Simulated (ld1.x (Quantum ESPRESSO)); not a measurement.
## Which change was made? (Cl, RRKJ)

| Quantity | Value |
| --- | --- |
| Element | chlorine |
| Generator | ld1.x (Quantum ESPRESSO) 7.5 |
| Type | norm-conserving RRKJ (Kleinman–Bylander form) |
| Functional | PBEsol |
| Relativity | scalar-relativistic |
| Frozen core | [Ne] |
| Valence charge | 7 |
| Reference configuration | 3s2 3p5 |
| Partial waves | 3s (bound): rc 1.25 bohr; 3d channel at 0.45 Ry: rc 1.15 bohr; 3p (bound): rc 1.20 bohr |
| Local potential | the p channel |
| Core correction | a·sin(br)/r model core inside 1.00 bohr |
| rho0 | 0.01 |

Cutoffs, loose and tight: the cutoffs (Ry, on a coarse ladder) from which the occupation-weighted sum of valence levels, in a spherical-Bessel basis at the reference potential, stays within 10 and 1 mRy of its value at 400 Ry. They do not see the model core or the augmentation charge, which bear on the density cutoff. Test errors are all-electron minus pseudo excitation energies from the reference, over the configurations 3s2 3p4; 3s2 3p3; 3s2 3p2; 3s1 3p5; 3s2 3p1; 3s1 3p6; 3s2 3p4.5; variants that change the core or the reference have their own tests.

The base gives: outcome: generated; cutoff, loose: 70 Ry; cutoff, tight: 110 Ry; bound ghosts: none; largest test error (meV): +147.

**Question.** After one change the result is: outcome: generated; cutoff, loose: 300 Ry; cutoff, tight: over 300 Ry; bound ghosts: none; largest test error (meV): +262. Which change was it?
A. wave 3p (bound): rc 1.20 bohr becomes 3p (bound): rc 0.88 bohr
B. wave 3p (bound): rc 1.20 bohr becomes 3p (bound): rc 1.10 bohr
C. wave 3p (bound): rc 1.20 bohr becomes 3p (bound): rc 0.76 bohr

**Answer.** A. The others give: wave 3p (bound): rc 1.20 bohr becomes 3p (bound): rc 1.10 bohr → outcome: generated; cutoff, loose: 90 Ry; cutoff, tight: 160 Ry; bound ghosts: none; largest test error (meV): +146 | wave 3p (bound): rc 1.20 bohr becomes 3p (bound): rc 0.76 bohr → outcome: generated; bound ghosts: s; largest test error (meV): +378.
